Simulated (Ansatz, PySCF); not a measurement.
Noncovalent pair: HI (SMILES I) (first 2 atoms) with H4OSi (SMILES O[SiH3]); geometry from B3LYP-D3(BJ)/def2-TZVP, rigid monomers moved along the line of their centres of mass till H2···O3 is 2.82 Å.
(charge 0, multiplicity 1):
```xyz
8

I     -0.4232    -1.1697    -0.6328
H     -0.5765    -0.9602     0.9732
O     -0.6001    -0.2830     3.7063
Si     0.2524     0.9744     4.3822
H     -1.1978    -0.7952     4.2569
H     -0.6642     1.9919     4.9477
H      1.0399     1.5437     3.2741
H      1.1448     0.4892     5.4608
```

Monomers are frozen at their geometry in the pair; levels with a basis set take the counterpoise correction.

Correlated levels freeze the cores. Filled d and f shells under p-block atoms count as core. CBS: X⁻³ extrapolation of the correlation energy, Hartree–Fock from the larger set.

Programs: Ansatz (a first-principles code) with Gaussian orbitals; PySCF for the dispersion terms. Values without a source in brackets are computed. In def2 rows elements past Kr take small-core potentials, without spin–orbit coupling.

PBE/def2-TZVPPD gives -1.61 kcal/mol for the interaction energy.

Problem. How do the other levels lie against it? Give each less PBE: PBE-D3(BJ)/def2-TZVPPD, r2SCAN/def2-TZVPPD, B3LYP/def2-TZVPPD, wB97M-V/def2-TZVPPD, MP2/CBS(def2-SVPD, def2-TZVPPD), CCSD(T)/CBS(def2-SVPD, def2-TZVPPD).

Solution. PBE-D3(BJ)/def2-TZVPPD -0.52; r2SCAN/def2-TZVPPD -0.01; B3LYP/def2-TZVPPD 0.39; wB97M-V/def2-TZVPPD -0.25; MP2/CBS(def2-SVPD, def2-TZVPPD) -0.36; CCSD(T)/CBS(def2-SVPD, def2-TZVPPD) -0.26 kcal/mol. 1 of 6 lie above PBE; the widest gap is to PBE-D3(BJ)/def2-TZVPPD.
